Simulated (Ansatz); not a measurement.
Geometry optimisation, Ansatz 0.2.0, RKS B3LYP-D4/def2-SVP.

The input (input.yaml):

```yaml
crystal:
  periodic: [false, false, false]
  atoms:
    - { symbol: Al, position_ang: [-1.805, 0.8949, -0.6802] }
    - { symbol: C, position_ang: [-0.8665, -0.7716, -0.9396] }
    - { symbol: Al, position_ang: [0.3504, -1.0252, 0.577] }
    - { symbol: C, position_ang: [1.8561, 0.3498, 0.9586] }
    - { symbol: Cl, position_ang: [2.8311, 0.5038, -0.4816] }
    - { symbol: H, position_ang: [-1.7028, 2.1258, -1.7689] }
    - { symbol: H, position_ang: [-2.7313, 1.1561, 0.61] }
    - { symbol: H, position_ang: [-1.541, -1.5971, -0.9893] }
    - { symbol: H, position_ang: [-0.2779, -0.7072, -1.8406] }
    - { symbol: H, position_ang: [0.2687, -2.3253, 1.5333] }
    - { symbol: H, position_ang: [-0.82267, -0.03441, 0.69468] }
    - { symbol: H, position_ang: [2.4089, 0.0288, 1.8508] }
basis:
  gaussian: { orbitals: def2-SVP }
hamiltonian:
  xc: b3lyp
  dispersion: d4
relax:
  f_tol: 0.02
  max_steps: 50
output:
  orbitals: {}
```

Launched with:

```bash
$ ansatz run input.yaml --threads 2 --pin off --max-ram 3072MiB --backend cpu --events-out ev --progress --plain --runs-dir out
```

Question: Where does it end, and by what steps?

Answer: The run converged. After 27 steps the energy has fallen by 6.043 eV; H11 moved furthest, 2.43 Å. Parted: Al3–H11. Joined: Al1–Cl5, C4–H11.

```
step  energy less start (eV)  largest force component (eV/Å)  accepted
   0                  0.0000                           3.816       yes
   1                 -1.0664                           1.628       yes
   2                 -1.7112                           1.766       yes
   3                 -2.1345                           1.219       yes
   4                 -2.4922                           1.308       yes
   5                 -2.7563                           0.745       yes
   6                 -2.9642                           0.724       yes
   7                 -3.1930                           0.906       yes
   8                 -3.5157                           1.332       yes
   9                 -4.0420                           2.074       yes
  10                 -4.9164                           1.550       yes
  11                 -5.0859                           3.429       yes
  12                 -5.4012                           1.071       yes
  13                 -5.5307                           0.668       yes
  14                 -5.5940                           0.502       yes
  15                 -5.6289                           0.738       yes
  16                 -5.7030                           0.590       yes
  17                 -5.7788                           0.334       yes
  18                 -5.8495                           0.286       yes
  19                 -5.9531                           0.213       yes
  20                 -6.0252                           0.248       yes
  21                 -6.0280                           0.251       yes
  22                 -6.0413                           0.077       yes
  23                 -6.0420                           0.041       yes
  24                 -6.0426                           0.023       yes
  25                 -6.0429                           0.027       yes
  26                 -6.0431                           0.031       yes
  27                 -6.0432                           0.011       yes
```

```xyz
12
Properties=species:S:1:pos:R:3
Al -1.369 0.940 -0.910
C -0.900 -0.986 -1.024
Al 0.107 -1.398 0.560
C 1.273 0.139 1.119
Cl 0.971 1.560 -0.033
H -1.353 1.871 -2.198
H -2.233 1.360 0.366
H -1.783 -1.638 -1.146
H -0.271 -1.107 -1.928
H 0.111 -2.650 1.534
H 1.056 0.538 2.122
H 2.359 -0.032 1.063
```

Run time: 62 s on 2 threads of INTEL(R) XEON(R) PLATINUM 8581C CPU @ 2.30GHz (Emerald Rapids), with other jobs on the host, peak memory 0.3 GiB.
